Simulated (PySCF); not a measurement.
Ti(Cl)3(NH2), H2Cl3NTi, SMILES [NH2][Ti]([Cl])([Cl])[Cl], singlet at its CAM-B3LYP/def2-SVP optimised geometry (Å):

```
7

Ti    -0.6944    -1.0103     0.0000
Cl    -1.4909     1.0103     0.0000
Cl    -1.3987    -2.2364    -1.6596
Cl     1.4909    -1.0103     0.0000
N     -1.2782    -1.7805     1.5404
H     -1.7094    -1.2679     2.3082
H     -1.1911    -2.7748     1.7478
```

Method: PySCF 2.14.0 with CAM-B3LYP/def2-TZVP. Cells within 0.4 Å of a nucleus heavier than hydrogen are left out (blank, or x).

Map of the HOMO amplitude (bohr^(-3/2)), clipped to [-0.25, 0.25] on the plane z = 1.2 Å; orbital energy -9.89 eV, overall sign arbitrary:

```
|666666666666666666666666666|
|666666666666666666666666666|
|666666666666666666666666666|
|666666666666666666666666666|
|666666666666666666666666666|
|666666666666666666666666666|
|666666666666666666666666666|
|666666666666666666666666666|
|666666666666666666666666666|
|666666666666666666666666666|
|666666666666666666666666666|
|666666666666666666666666666|
|666666666666666666666666666|
|666666666666666666666666666|
|666666666777766666656666666|
|666666666777776665555566666|
|666655556778776665555556666|
|666555456788877655555556666|
|666554334799877665555556666|
|66554320x799877665555566666|
|66554310x799877666555566666|
|666544212688877666666666666|
|666554434677777666666666666|
|666655555677777666666666666|
|666665556667776666666666666|
|666666666666666666666666666|
|666666666666666666666666666|
```
Scale: ten equal steps from -0.250 (start of '0') to 0.122 (end of '9'), in the order '0123456789'; x runs from -3.50 to 3.50, y from -3.50 (bottom) to 3.50 (top).
